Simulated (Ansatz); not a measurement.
`[F][GeH]1[CH2][Te]1` + H₂ → `[CH2]1[GeH2][Te]1` + H–F  (hydrogenolysis of a Ge–F bond)

Gas-phase electronic energies from Ansatz, PBE0-D4/def2-TZVP geometries. CCSD(T)/CBS is the MP2 limit (def2-TZVPP, def2-QZVPP) plus CCSD(T) − MP2 in def2-TZVPP, frozen cores. This one scheme is used for every species. Functionals use def2-TZVPP. B3LYP here is the variant with VWN-RPA as its local correlation; programs differ in this. Elements past krypton have def2 core potentials. For Ge, Te outer-core shells are correlated without core-valence functions, which leaves a few kJ/mol of doubt a bond. Scalar relativity is left out up to krypton.

| level | ΔE (kJ/mol) | difference from CCSD(T)/CBS |
| --- | --- | --- |
| LDA (SPW92) | 22.5 | 0.2 |
| r2SCANh-D4 | 33.4 | 11.1 |
| ωB97X-V | 32.5 | 10.2 |
| ωB97M-V | 30.1 | 7.8 |
| revPBE | 31.1 | 8.8 |
| BLYP | 38.9 | 16.6 |
| B3LYP | 31.8 | 9.5 |
| r2SCANh | 33.1 | 10.8 |
| BHLYP | 27.2 | 4.9 |
| CAM-B3LYP | 31.2 | 8.9 |
| HF/def2-SVP | 20.0 | -2.3 |
| MP2/def2-TZVPP | 26.6 | 4.3 |
| SCS-MP2/def2-TZVPP | 29.5 | 7.2 |
| CCSD(T)/def2-TZVPP | 24.8 | 2.5 |
| HF/CBS(def2) | 26.6 | 4.3 |
| MP2/CBS(def2) | 24.2 | 1.9 |
| CCSD(T)/CBS | 22.3 | 0 |

Largest T1 diagnostic among the species: 0.012.

From PBE to PBE0 (25 % exact exchange), in def2-TZVPP and without D4, ΔE moves by −8.2 kJ/mol. Leaving LDA and LC-ωPBE aside and taking each functional with its dispersion term where it has one, the values, not all of them listed here, spread over 19.1 kJ/mol, from PBE-QIDH to BLYP-D4. LDA lies −7.7 kJ/mol from PBE without D4.

CCSD(T)/CBS has its own doubt, a few kJ/mol and more with outer-core shells, so smaller differences from it don't rank the levels.
